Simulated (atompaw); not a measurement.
# Before and after: PAW (atompaw) potential for hafnium (Hf)

Hf, PAW, made with atompaw 4.2.0.5 (PBEsol, scalar-relativistic). Core [Kr] 4d10 4f14, reference 5s2 5p6 5d2 6s2 6p0. Waves: 5s (bound): rc 2.10 bohr; 6s (bound): rc 3.00 bohr; 5p (bound): rc 1.95 bohr; 6p (bound, empty): rc 3.00 bohr; 5d (bound): rc 3.00 bohr; 5d channel at 0.45 Ry: rc 3.00 bohr. Local part: troulliermartins scheme with l = 3 at 0 Ry, radius 2.20 bohr. Core correction: smooth core density matched at 2.35 bohr. Augmentation charge: sinc compensation charge, radius 2.45 bohr; PAW radius 3.00 bohr; waves and projectors: custom polynom vanderbiltortho.

All-electron outer shells of the reference configuration (PBEsol, scalar-relativistic, ld1.x):

```json
{"shell": "4d", "level (eV)": "-206.51", "outermost node (bohr)": "0.23", "outermost maximum (bohr)": "0.47"}
{"shell": "5s", "level (eV)": "-67.04", "outermost node (bohr)": "0.55", "outermost maximum (bohr)": "1.01"}
{"shell": "5p", "level (eV)": "-35.59", "outermost node (bohr)": "0.60", "outermost maximum (bohr)": "1.16"}
{"shell": "4f", "level (eV)": "-16.86", "outermost node (bohr)": "–", "outermost maximum (bohr)": "0.45"}
{"shell": "6s", "level (eV)": "-5.13", "outermost node (bohr)": "1.37", "outermost maximum (bohr)": "2.89"}
{"shell": "5d", "level (eV)": "-2.71", "outermost node (bohr)": "0.67", "outermost maximum (bohr)": "1.69"}
{"shell": "6p", "level (eV)": "-1.37", "outermost node (bohr)": "1.66", "outermost maximum (bohr)": "4.05"}
```

Change: wave 5s (bound): rc 2.10 bohr becomes 5s (bound): rc 2.88 bohr.

Cutoffs: the cutoffs (Ry, on a coarse ladder) from which the occupation-weighted sum of valence levels, in a spherical-Bessel basis at the reference potential, stays within 10 and 1 mRy of its value at 400 Ry; they do not see the model core or the augmentation charge, which bear on the density cutoff.

Problem. What does the change do?

Solution. The potential gets neither clearly harder nor softer (21 Ry and 35 Ry → 21 Ry and 35 Ry); a bound ghost appears in s, which as a rule spoils a file.

```tsv
quantity	base	changed
cutoff, loose	21 Ry	21 Ry
cutoff, tight	35 Ry	35 Ry
loose cutoff by channel (10 mRy a level)	s 12 Ry, p 18 Ry, d 8 Ry	s 6 Ry, p 18 Ry, d 8 Ry
bound ghosts	none	s
s: phases at 3.00 bohr within 0.05 rad from the reference energy up to (Ry; the scan ends near 5)	1.1	n/a
p: phases at 3.00 bohr within 0.05 rad from the reference energy up to (Ry; the scan ends near 5)	0.4	0.4
d: phases at 3.00 bohr within 0.05 rad from the reference energy up to (Ry; the scan ends near 5)	1.7	1.7
lowest overlap eigenvalue by channel	s 0.06, p 0.51, d 0.92	s 0.42, p 0.51, d 0.92
```

 A true bound ghost makes a file unfit for plane-wave use even where its test errors are small: the radial tests pick states by their node count and pass the ghost by. The cutoffs see the waves, projectors and local potential, not the compensation charge or the core.
